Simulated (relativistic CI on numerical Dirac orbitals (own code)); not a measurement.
Pt10+: q coefficients and field-shift factors

Computed by Dirac-Coulomb-Breit CI, separate exchange-only KLI orbitals for each configuration, derivatives by finite differences, unscaled Slater integrals, QED left out (own radial code, finite nucleus).

Configuration list (outside the closed core [Kr] 4d10): 4f14 5s2 5p6, 4f14 5s2 5p5 5d, 4f14 5s 5p6 5d, 4f14 5s2 5p5 5f, 4f13 5s2 5p6 5d, 4f14 5s2 5p5 6s, 4f14 5p6 5d2, 4f14 5p5 5d3, 4f14 5p5 5d2 5f, 4f13 5p6 5d3, 4f14 5p5 5d2 6s. Double excitations out of closed p, d and f shells are left out; levels of such configurations are missing from the list, as are those of other unlisted configurations, and high levels can miss mixing partners.

With x = (α/α₀)² − 1 an excitation energy changes as ω = ω₀ + qx; K = 2q/ω₀ is the relative enhancement. Terms are leading LS components, so labels can repeat. The field-shift factor is F = δν/δ⟨r²⟩ for the transition from the lowest level.

Lowest level 4f14 5s2 5p6 1S_0.

```
                Level  ω₀ (cm⁻¹)  q (cm⁻¹)  F (GHz/fm²)
4f14 5s2 5p5 5d 3P°_0     416566     11000           11
4f14 5s2 5p5 5d 3P°_1     426596     15240         11.1
4f14 5s2 5p5 5d 3F°_3     441037     12630           11
4f14 5s2 5p5 5d 3D°_2     443171     16280         11.2
4f14 5s2 5p5 5d 3F°_4     449945     30410         12.5
4f14 5s2 5p5 5d 1D°_2     457589     29330           12
4f14 5s2 5p5 5d 3D°_3     474378     29880         12.8
4f14 5s2 5p5 5d 3D°_1     514832     57180          6.6
4f14 5s2 5p5 5d 3F°_2     577182    190400        -22.8
4f14 5s2 5p5 5d 3D°_2     598729    208100        -20.6
4f14 5s2 5p5 5d 1F°_3     605931    209200        -21.2
4f14 5s2 5p5 5d 1P°_1     645669    131200        -7.11
4f13 5s2 5p6 5d 3P°_2     688385   -119700         51.3
```

At this charge transitions that keep the count of f electrons are usually good to a few per cent. Levels and lines within the n = 5 or 6 shells can be off by up to 10 % or somewhat more, and those that change n by about 2 %, since core polarisation is missing. Levels that differ in their count of f electrons can be misplaced by several ten thousand cm⁻¹, since the correlation energy of f electrons is missing or only estimated; rates across such gaps can be off by orders of magnitude.

Problem. Which transition from the lowest level has the largest |K|?

Solution. 4f14 5s2 5p5 5d 3D°_2 at 598729 cm⁻¹, K = 0.695.
